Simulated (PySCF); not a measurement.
# One molecule, several mistakes: Al2H4NO

All numbers below are calculated, not measured. The program is PySCF 2.14.0, an open-source quantum chemistry code, run on an isolated molecule that a program drew, which may never have been made. The molecule is Al2H4NO (charge 0, doublet), drawn as the SMILES string `[OH][AlH][NH][AlH]`.

Each row is a Hartree-Fock (HF) and frozen-core CCSD(T) single point in the cc-pV(D+d)Z basis, meant for a local HF minimum. Run 1 is clean. Each other run has one planted mistake out of seven kinds, and not every kind appears here: one electron removed, one electron added, multiplicity raised by two, geometry at a saddle point, minimal basis STO-3G, one bond length entered in bohr, all coordinates scaled. The reference is restricted for singlets and unrestricted otherwise, and also for a bond in bohr. Adding or removing an electron swaps singlet and doublet. Electrons count all cores. HOMO and LUMO are orbital energies over both spins, the gradient is its largest component, and the lowest frequency (negative if imaginary) is given only where the gradient is small. Bond lengths are over the 7 bonds as drawn. T1 is the CCSD diagnostic: over 0.02 (restricted) or 0.045 (unrestricted) a single reference is doubtful.

Geometry of the clean run:
```xyz
8
Al2H4NO, angstrom
O     0.5537    2.1717   -0.1124
Al    0.3765    1.9892    1.5594
N     1.2069    0.6227    2.3364
Al    1.2839    0.0762    4.0399
H     0.1847    2.8340   -0.6710
H    -0.4926    2.9920    2.4058
H     1.7348    0.0453    1.6954
H     2.1518   -1.2251    4.3562
```

| run | electrons | basis functions | <S^2> | HOMO (eV) | LUMO (eV) | gradient (hartree/bohr) | lowest frequency (cm^-1) | mean bond (Å) | longest bond (Å) | T1 | HF (hartree) | CCSD(T) (hartree) | mistake |
|---|---|---|---|---|---|---|---|---|---|---|---|---|---|
| 1 | 45 | 94 | 0.755 | -8.06 | 1.42 | 3.8e-05 | 84 | 1.4832 | 1.791 | 0.0158 | -615.58114 | -616.09328 | no fault |
| 2 | 46 | 94 | 0.000 | 0.00 | 6.50 | 5.3e-02 | - | 1.4832 | 1.791 | 0.0168 | -615.55281 | -616.09839 | one electron added |
| 3 | 45 | 94 | 1.553 | -7.97 | 1.19 | 7.4e-03 | - | 1.6833 | 2.974 | 0.0557 | -615.47780 | -615.98230 | one bond length entered in bohr |
| 4 | 45 | 32 | 0.756 | -4.34 | 8.07 | 5.5e-02 | - | 1.4832 | 1.791 | 0.0194 | -607.95560 | -608.12693 | ? |
| 5 | 45 | 94 | 0.756 | -8.19 | 1.27 | 2.2e-02 | - | 1.5322 | 1.850 | 0.0171 | -615.57323 | -616.09108 | ? |

**Which mistake was planted in run 4, and what did it cost?**

It has 32 basis functions where the clean run has 94, with the same electrons and geometry. So the mistake is: minimal basis STO-3G. Subtracting run 1 and multiplying by 627.51 kcal/mol a hartree, the energy moved by 4785.1 kcal/mol in HF and 4999.0 kcal/mol in CCSD(T).

**Which mistake was planted in run 5, and what did it cost?**

The mean and the longest bond both change by the same factor, 1.033, and the gradient is no longer small. So the mistake is: all coordinates scaled. Subtracting run 1 and multiplying by 627.51 kcal/mol a hartree, the energy moved by 5.0 kcal/mol in HF and 1.4 kcal/mol in CCSD(T).

Cautions from the logs. Run 3: T1 is over the limit, so its CCSD(T) energy is less reliable.
